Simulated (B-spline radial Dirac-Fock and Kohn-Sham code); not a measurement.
## X-ray form factors of antimony in several charge states

The computed values come from a radial B-spline solver: relativistic Hartree-Fock (Dirac-Fock) wave functions, averaged over the configuration.

Configurations: Sb²¹⁺ [Ar] 3d10 4s2; Sb²⁵⁺ [Ar] 3d8; Sb²⁶⁺ [Ar] 3d7; Sb²⁸⁺ [Ar] 3d5. The first column is f₀ of Sb²¹⁺, the others are differences from it.

```
s (Å⁻¹)   Sb²¹⁺  Δ Sb²⁵⁺  Δ Sb²⁶⁺  Δ Sb²⁸⁺
      0  30.000   -4.000   -5.000   -7.000
   0.05  29.941   -3.975   -4.972   -6.968
    0.1  29.765   -3.899   -4.889   -6.871
   0.15  29.478   -3.777   -4.755   -6.715
    0.2  29.084   -3.613   -4.575   -6.504
   0.25  28.594   -3.414   -4.355   -6.245
    0.3  28.018   -3.187   -4.103   -5.947
   0.35  27.369   -2.941   -3.828   -5.619
    0.4  26.657   -2.684   -3.539   -5.270
   0.45  25.896   -2.423   -3.244   -4.910
    0.5  25.099   -2.167   -2.950   -4.546
    0.6  23.435   -1.689   -2.393   -3.839
    0.7  21.744   -1.285   -1.906   -3.192
    0.8  20.081   -0.968   -1.505   -2.628
    0.9  18.481   -0.735   -1.190   -2.154
      1  16.968   -0.572   -0.950   -1.761
    1.1  15.552   -0.461   -0.767   -1.438
    1.2  14.239   -0.383   -0.626   -1.170
    1.4  11.936   -0.274   -0.417   -0.751
    1.6  10.062   -0.185   -0.258   -0.441
```
